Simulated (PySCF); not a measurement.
C3H7BO2, SMILES B(OC)(C)C=O.

Geometry optimised at PBE0-D3(BJ)/def2-SVP. The structure was generated by enumeration, and PubChem lists no compound with its InChIKey, so it may never have been made. The values are those of a single conformer.

All values below come from r2SCAN/def2-TZVP in PySCF.

Gas-phase values at a fixed geometry.

**Question.** Estimate the frontier levels, gap, dipole moment and polarisability. (An estimate is asked for; the answer gives what the named calculation found.)

**Answer.** 
| Property | Result |
|---|---|
| highest occupied level | -5.54 eV |
| lowest empty level | -2.79 eV |
| orbital gap | 2.75 eV |
| dipole moment | 3.78 D |
| quadrupole, principal values (traceless, Buckingham form, about the centre of nuclear charge) | -4.90, 1.26, 3.63 D·Å |
| mean static polarisability | 57.4 bohr³ (8.50 Å³) |
| polarisability, principal values | 41.8, 58.8, 71.5 bohr³ |
